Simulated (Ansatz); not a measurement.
Diatomic InCl, closed-shell singlet (the spin of the measured ground state). No spin–orbit coupling.

D_e counts from the fitted minimum to each atom's lowest state at the same level, without counterpoise. The singlet is restricted.

Correlated levels freeze the inner cores; with def2 sets outer-core shells near the valence are correlated too. CBS(a, b) extrapolates the correlation energy as X⁻³ and adds the Hartree–Fock energy of set b.

The values were computed with Ansatz (Gaussian orbitals). Values without a source in brackets are computed. In def2 rows elements past Kr take small-core potentials, without spin–orbit coupling.

| level | bond energy D_e (kJ/mol) |
|---|---|
| PBE/def2-TZVPP | 452.9 |
| B3LYP/def2-TZVPP | 433.3 |
| PBE0/def2-TZVPP | 441.5 |
| BHLYP/def2-TZVPP | ? |
| CAM-B3LYP/def2-TZVPP | 434.0 |
| wB97X-V/def2-TZVPP | 449.6 |
| B2PLYP/def2-TZVPP | 438.1 |
| CCSD(T)/def2-QZVPP | 446.1 |
| CCSD(T)/CBS(def2-TZVPP, def2-QZVPP) | 456.2 |

Question: Complete the blanks.

Answer: 
- BHLYP/def2-TZVPP, bond energy D_e (kJ/mol): 419.3

Ansatz is an electronic-structure program.
